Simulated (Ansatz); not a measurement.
```tsv
atom	x (Å)	y (Å)	z (Å)
C	-0.0091	0.0352	-0.6972
N	0.0085	0.0677	0.7465
H	0.0078	-0.9795	-1.1540
H	-0.8892	0.5703	-1.0780
H	0.8739	0.5692	-1.0883
H	-0.8160	-0.4272	1.1234
H	0.8130	-0.4194	1.1306
```

Basis set: def2-TZVP (spherical functions). Frozen core: 2 orbitals. Charge 0, multiplicity 1.

Computed with Ansatz (development build ahead of 0.2.0); each method stands on the lowest determinant of its kind that the runs found. Restricted open shells among the atoms or ions are ROHF, correlated in semicanonical orbitals with singles.

Q: Give the atomization energy at this shape (free ground-state atoms in the same class of orbitals less the molecule, no zero-point energy) of singlet CH₅N by RHF-MP2, RHF.

A:

```json
{"method": "RHF-MP2", "atomization energy": "24.16 eV"}
{"method": "RHF", "atomization energy": "18.15 eV"}
```
